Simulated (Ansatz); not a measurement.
Cost and result for the atomization energy of CH4ClGeO2, SMILES `C[O][Ge]([OH])[Cl]` radical (9 atoms, 8 bonds).

```xyz
9

C     0.701    1.221   -0.545
O     0.149    0.401    0.466
Ge   -1.124   -0.792    0.135
O    -1.126   -1.792    1.594
Cl   -0.540   -2.035   -1.548
H     0.974    0.644   -1.434
H     1.604    1.678   -0.135
H     0.011    2.019   -0.835
H    -0.649   -1.344    2.303
```

Charge 0, multiplicity 2. Correlated methods include outer-core shells of Ge, which these sets cover unevenly. Scalar relativity is left out up to krypton. All single points use the PBE0-D4/def2-TZVP geometry. It is one conformer, not always the lowest. Program: Ansatz. Hardware: A = 2 threads of an AMD EPYC 7R13 on a shared host; B = 2 threads of an AMD EPYC 7R13 on a shared host and a share of an NVIDIA H100 80 GB. Times are those of one run each, without the atoms' runs, and a repeat can differ threefold. Electronic energies, without spin–orbit coupling; frozen cores. CCSD(T)/CBS adds CCSD(T) − MP2 in def2-TZVPP to the MP2 limit, and its time is that of the two runs behind it. T1 = 0.015; ⟨S²⟩ of the reference is 0.76. With those shells the extrapolation isn't a true limit. B3LYP takes the VWN-RPA correlation (the form of Gaussian; ORCA's B3LYP/G).

CCSD(T)/CBS is a level of theory with its own doubt, some kJ/mol a heavy atom from the limit and from the frozen cores, so smaller differences don't rank the functionals.

```json
{"level": "MP2/def2-QZVPP [B]", "functions": "450", "wall time": "4.6 s", "atomization (kcal/mol)": "768.7", "difference from CCSD(T)/CBS": "13.0", "per bond": "1.6"}
{"level": "PBE-D4/def2-TZVPP (with forces) [A]", "functions": "239", "wall time": "6.5 s", "atomization (kcal/mol)": "775.8", "difference from CCSD(T)/CBS": "20.1", "per bond": "2.5"}
{"level": "PBE0-D4/def2-TZVPP [A]", "functions": "239", "wall time": "10 s", "atomization (kcal/mol)": "753.0", "difference from CCSD(T)/CBS": "-2.7", "per bond": "-0.3"}
{"level": "CCSD(T)/def2-TZVPP [B]", "functions": "239", "wall time": "10 s", "atomization (kcal/mol)": "735.6", "difference from CCSD(T)/CBS": "-20.1", "per bond": "-2.5"}
{"level": "B3LYP-D4/def2-TZVPP (with forces) [A]", "functions": "239", "wall time": "12 s", "atomization (kcal/mol)": "751.2", "difference from CCSD(T)/CBS": "-4.5", "per bond": "-0.6"}
{"level": "r2SCAN-D4/def2-TZVPP (with forces) [A]", "functions": "239", "wall time": "13 s", "atomization (kcal/mol)": "761.9", "difference from CCSD(T)/CBS": "6.2", "per bond": "0.8"}
{"level": "B2PLYP/def2-TZVPP [A]", "functions": "239", "wall time": "15 s", "atomization (kcal/mol)": "745.6", "difference from CCSD(T)/CBS": "-10.1", "per bond": "-1.3"}
{"level": "CCSD(T)/CBS(def2)", "functions": "–", "wall time": "15 s", "atomization (kcal/mol)": "755.7", "difference from CCSD(T)/CBS": "0.0", "per bond": "0.0"}
{"level": "ωB97X-V/def2-TZVPP [A]", "functions": "239", "wall time": "21 s", "atomization (kcal/mol)": "757.2", "difference from CCSD(T)/CBS": "1.5", "per bond": "0.2"}
{"level": "ωB97M-V/def2-TZVPP (with forces) [A]", "functions": "239", "wall time": "30 s", "atomization (kcal/mol)": "755.3", "difference from CCSD(T)/CBS": "-0.4", "per bond": "-0.1"}
```

In def2-TZVPP, CCSD(T) changes the Hartree–Fock value by +216.2 kcal/mol (the triples alone add +14.9 kcal/mol) and MP2 by +237.3 kcal/mol; breaking electron pairs costs correlation energy, which Hartree–Fock lacks. From PBE to PBE0 (25 % exact exchange), in def2-TZVPP and without D4, the atomization energy moves by −22.1 kcal/mol: exact exchange takes away binding that semilocal exchange gives to molecules. The D4 term adds +7.8 kcal/mol with B3LYP and +4.1 kcal/mol with PBE0; it sums over pairs of atoms, weighted by their polarisabilities, and B3LYP, whose exchange is more repulsive, gets the larger term.
